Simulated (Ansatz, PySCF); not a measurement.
C3H6BNO, SMILES B(N)(O)C#CC.

The structure is a stationary point at ωB97X-D3(BJ)/def2-SVP. The structure was generated by enumeration, and PubChem lists no compound with its InChIKey, so it may never have been made. The values are those of a single conformer.

Vertical ionisation energy (IE) and electron affinity (EA) in eV. Rows of orbital energies are one-electron estimates. Where ΔSCF, EOM or ADC give a negative EA the extra electron is unbound and the value depends on the basis.

```tsv
level	IE	EA
−ε(HOMO), −ε(LUMO), PBE0/def2-TZVP (PySCF)	7.35	-0.17
−ε(HOMO), −ε(LUMO), PBE/def2-TZVP (PySCF)	6.04	0.76
ΔSCF, CAM-B3LYP/def2-TZVPD (Ansatz), final states of multiplicity 2 and 2	9.59	-0.89
ΔSCF, PBE/def2-TZVPD (Ansatz), final states of multiplicity 2 and 2	9.04	-0.65
```

Q: What vertical singlet–triplet gap does ΔSCF give with CAM-B3LYP/def2-TZVPD (Ansatz, a first-principles code) and with PBE/def2-TZVPD (Ansatz)? (Estimate from the structure and the level; the computed values follow.)

A: 4.97 and 4.78 eV (triplet above singlet where positive).
